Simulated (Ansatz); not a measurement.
Cartesian coordinates in Å:
```
Si -0.911 -0.429 -1.451
C 0.110 0.058 0.007
C 1.274 0.655 0.277
Si 0.446 0.176 1.800
H -0.250 -0.045 -2.728
H -1.120 -1.900 -1.430
H -2.235 0.240 -1.364
H 2.064 1.086 -0.328
H 0.878 -1.011 2.574
H -0.258 1.170 2.643
```

Charge 0, multiplicity 1.

**Question.** List the ωB97M-V/def2-TZVPP orbital energies in eV (the Gaussian-basis code of Ansatz). (An estimate is asked.)

**Answer.** Ansatz gave: Occupied: -1807.03, -1806.94, -281.93, -281.59, -148.10, -148.03, -102.23, -102.21, -102.19, -102.14, -102.14, -102.13, -25.17, -18.79, -17.71, -16.21, -14.03, -13.03, -12.53, -12.12, -11.27, -10.36, -9.30. Lowest empty: 1.30, 1.60, 2.35, 2.76, 3.19, 3.23, 3.25, 3.64.
